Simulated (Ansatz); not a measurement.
All numbers were calculated with Ansatz.

A structure relaxed at PBE0-D4/def2-TZVP, charge 0, multiplicity 1:

| atom | x (Å) | y (Å) | z (Å) |
| --- | --- | --- | --- |
| F1 | 1.4002 | 1.6889 | -0.2728 |
| C2 | 0.1365 | 1.5304 | 0.2935 |
| Si3 | -0.1163 | -0.2843 | 0.7593 |
| C4 | 0.0235 | -1.3432 | -0.7899 |
| Cl5 | -1.2671 | -0.8902 | -1.9398 |
| H6 | 0.0671 | 2.1877 | 1.1662 |
| H7 | -0.6087 | 1.8577 | -0.4383 |
| H8 | 0.9338 | -0.7049 | 1.7256 |
| H9 | -1.4634 | -0.4490 | 1.3637 |
| H10 | -0.0846 | -2.4066 | -0.5761 |
| H11 | 0.9790 | -1.1863 | -1.2915 |

Q: Give its formula and SMILES.

A: C2H6ClFSi, `FC[SiH2]CCl`.

Q: Summarise the bond lengths by kind.

A: 1 × C–F 1.394 Å; 2 × C–Si 1.882 to 1.890 Å; 4 × C–H 1.090 to 1.095 Å; 2 × H–Si 1.486 to 1.488 Å; 1 × C–Cl 1.787 Å.
